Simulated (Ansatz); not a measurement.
Ansatz (a quantum-chemistry and plane-wave program) input (CCSD(T)/aug-cc-pVTZ):

Ansatz 0.2 input:
```yaml
crystal:
  periodic: [false, false, false]
  atoms:
    - {symbol: C, position_ang: [2.53958586, -0.15530217, -0.00402140]}
    - {symbol: C, position_ang: [1.23564468, -0.58956396, -0.21485079]}
    - {symbol: C, position_ang: [0.04394341, 0.12132755, -0.25763907]}
    - {symbol: C, position_ang: [0.06670004, 1.61330760, -0.12858270]}
    - {symbol: C, position_ang: [-1.27678525, -0.55565852, -0.41537526]}
    - {symbol: C, position_ang: [-2.16641315, -0.59885392, 0.84782084]}
    - {symbol: H, position_ang: [3.37127886, -0.84632942, -0.07127278]}
    - {symbol: H, position_ang: [2.77430958, 0.87785691, 0.22603921]}
    - {symbol: H, position_ang: [1.12617557, -1.66697834, -0.38035431]}
    - {symbol: H, position_ang: [-0.87124083, 2.06196026, -0.48611689]}
    - {symbol: H, position_ang: [0.88982220, 2.04942576, -0.71909753]}
    - {symbol: H, position_ang: [0.21879963, 1.99125850, 0.90089572]}
    - {symbol: H, position_ang: [-1.89016529, -0.07730280, -1.20730235]}
    - {symbol: H, position_ang: [-1.11420646, -1.59051643, -0.74484935]}
    - {symbol: H, position_ang: [-2.35844197, 0.41299606, 1.21686169]}
    - {symbol: H, position_ang: [-1.66188793, -1.14897173, 1.64714782]}
    - {symbol: H, position_ang: [-3.14049674, -1.07493837, 0.65393922]}
basis:
  gaussian:
    orbitals: aug-cc-pVTZ
total_charge: -1
magnetization: {spin_polarized: false}
correlation: {method: ccsd_t, electrons: outside_noble_gas}
```

Output:

```
Functional definition: HF
integrals: 14.82 GiB planned
2970 factors; integrals over basis functions are off by at most 9.3e-4 eV
5.80 GiB of device memory are held for the factors and their scratch space
mean field: 5.74 GiB planned
mean field evaluation 1: about -6351.6930 eV, gradient 4.0e1 eV
mean field evaluation 2: about -6351.8035 eV, gradient 4.0e1 eV
mean field evaluation 4: about -6356.7257 eV, gradient 5.6e0 eV
mean field evaluation 8: about -6356.8417 eV, gradient 4.0e-1 eV
mean field evaluation 16: about -6356.8437 eV, gradient 1.6e-6 eV
mean field evaluation 32: about -6348.3143 eV, gradient 3.2e1 eV
mean field evaluation 64: about -6353.2619 eV, gradient 3.7e0 eV
mean field -6356.84373606 eV, -233.6096984767 hartree, gradient 1.6e-6 eV, S^2 0.000000; 1 other end points of the search recorded, 0 dependent functions left out
6 core orbitals not correlated
reference -6356.84373606 eV, -233.6096984767 hartree; 18, 18 occupied and 505, 505 virtual orbitals, 2970 factors
second order -29.35611204 eV of doubles, -0.00000000 eV of singles
coupled cluster: 32.84 GiB planned
cycle   1  -29.76081833 eV  change   -4.0e-1 eV  update   1.2e-1
cycle   2  -30.43036744 eV  change   -6.7e-1 eV  update   4.2e-2
cycle   3  -30.60296077 eV  change   -1.7e-1 eV  update   2.9e-2
cycle   4  -30.64060975 eV  change   -3.8e-2 eV  update   1.2e-2
cycle   5  -30.63368796 eV  change    6.9e-3 eV  update   7.1e-3
cycle   6  -30.63046093 eV  change    3.2e-3 eV  update   5.2e-3
cycle   7  -30.63125530 eV  change   -7.9e-4 eV  update   3.3e-3
cycle   8  -30.63154780 eV  change   -2.9e-4 eV  update   2.3e-3
cycle   9  -30.63100440 eV  change    5.4e-4 eV  update   1.3e-3
cycle  10  -30.63157298 eV  change   -5.7e-4 eV  update   5.8e-4
cycle  11  -30.63178710 eV  change   -2.1e-4 eV  update   3.0e-4
cycle  12  -30.63163208 eV  change    1.6e-4 eV  update   1.9e-4
cycle  13  -30.63145115 eV  change    1.8e-4 eV  update   1.1e-4
cycle  14  -30.63143146 eV  change    2.0e-5 eV  update   8.0e-5
cycle  15  -30.63138608 eV  change    4.5e-5 eV  update   4.5e-5
cycle  16  -30.63138131 eV  change    4.8e-6 eV  update   2.9e-5
perturbative correction -1.44174299 eV, -0.0529830775 hartree
Total energy: -6388.91686036 eV, -234.7883640547 hartree
```

It need not be the lowest isomer of its formula. Whether it binds its extra electron was not tested at this geometry.
